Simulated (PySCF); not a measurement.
Gas-phase reaction: 3 SiO(OH)2 = (H2SiO)3 + 6 O

Method: PySCF energies plus ideal-gas RRHO corrections (1 bar). † marks an energy on the PBE0/def2-TZVP geometry and frequencies. Open shells (unrestricted): O (multiplicity 3); the rest are closed-shell singlets. Spin-orbit splitting is ignored; it lowers the true energy and changes the entropy of O. B3LYP is the form with VWN-RPA correlation. SiO(OH)2, (H2SiO)3: computed as isolated molecules; such fragments, hydroxides, amides, oligomers or adducts are transient or little studied in the gas.

| level | ΔH°(298 K), kJ |
|---|---|
| B3LYP/def2-TZVP† | [?] |
| PBE/def2-TZVP† | 2872 |
| r2SCAN/def2-TZVP† | 2692 |
| LDA/def2-TZVP† | [?] |
| ωB97M-V/def2-TZVP† | 2675 |

Q: Complete the blanks.

A: 
- B3LYP/def2-TZVP†, ΔH°(298 K), kJ: 2636
- LDA/def2-TZVP†, ΔH°(298 K), kJ: 3398
